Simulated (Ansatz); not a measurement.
A set of 12 reactions (silylene extrusion), with CCSD(T)/CBS values in kJ/mol:

| reaction | ΔE |
| --- | --- |
| `O[SiH](O)C[SiH](Cl)Cl` → `Cl[Si]Cl` + `C[SiH](O)O` | 174.2 |
| `N[SiH](N)O[SiH3]` → `NN` + `[SiH]O[SiH3]` | 517.6 |
| `C[SiH](F)Br` → `CF` + `[SiH]Br` | 440.3 |
| `N[SiH2][Al]([NH2])[F]` → `[NH2][Al]([NH2])[F]` + `[SiH2]` | 190.8 |
| `ClC[SiH2]Cl` → `CCl` + `[SiH]Cl` | 193.2 |
| `C[SiH2]S[SiH](Cl)Cl` → `S[SiH](Cl)Cl` + `C[SiH]` | 308.3 |
| `N[SiH](Br)C=O` → `C=O` + `N[Si]Br` | 111.0 |
| `CO[SiH](N)N` → `NN` + `CO[SiH]` | 499.2 |
| `CO[Si@@H](N)[Si@H](N)F` → `N[SiH](N)F` + `CO[SiH]` | 155.3 |
| `CO[SiH2]S[SiH3]` → `[SiH3]S` + `CO[SiH]` | 256.7 |
| `C[SiH](F)[GeH3]` → `C[Si]F` + GeH₄ | 204.6 |
| `[NH2][GeH2][SiH](N)O` → `[NH2][GeH2][NH2]` + `O[SiH]` | 243.8 |

Gas-phase electronic energies from Ansatz, PBE0-D4/def2-TZVP geometries. CBS: MP2 limit from def2 TZ/QZ plus the TZ coupled-cluster correction, frozen cores. This one scheme is used for every species. DFT in def2-TZVPP. B3LYP here is the variant with VWN-RPA as its local correlation; programs differ in this. For Br, Ge outer-core shells are correlated without core-valence functions, which leaves a few kJ/mol of doubt a bond. Scalar relativity is left out up to krypton. Each species was taken in one conformer, which may not be the lowest.

(1) Give the mean, mean absolute and largest difference (level minus CCSD(T)/CBS, kJ/mol) for: PBE0-D4, B3LYP-D4, ωB97M-V, B2PLYP, PBE, PBE0, B3LYP, MP2/def2-TZVPP, CCSD/def2-TZVPP, CCSD(T)/def2-TZVPP, HF/def2-QZVPP, MP2/def2-QZVPP, HF/CBS(def2), MP2/CBS(def2). (An estimate is asked.)

The largest T1 diagnostic in the set is 0.016, for `O[SiH]` (customary mark 0.02).

CCSD(T)/CBS is a level of theory with its own doubt, and the functionals carry their triple-zeta basis error, so these figures describe this set and don't rank the functionals.

## Answers

(1) Computed: 
| level | mean | mean absolute | largest |
| --- | --- | --- | --- |
| PBE0-D4 | 7.0 | 10.7 | 23.1 |
| B3LYP-D4 | -10.0 | 10.0 | -20.5 |
| ωB97M-V | -8.7 | 8.7 | -13.0 |
| B2PLYP | -12.2 | 12.2 | -19.5 |
| PBE | -18.3 | 20.5 | -43.9 |
| PBE0 | -3.0 | 8.5 | -18.5 |
| B3LYP | -27.7 | 27.7 | -41.1 |
| MP2/def2-TZVPP | 11.7 | 11.7 | 18.6 |
| CCSD/def2-TZVPP | -10.3 | 10.3 | -15.2 |
| CCSD(T)/def2-TZVPP | -7.8 | 7.8 | -10.4 |
| HF/def2-QZVPP | -17.5 | 17.5 | -28.6 |
| MP2/def2-QZVPP | 16.3 | 16.3 | 25.3 |
| HF/CBS(def2) | -17.5 | 17.5 | -28.6 |
| MP2/CBS(def2) | 19.5 | 19.5 | 29.0 |
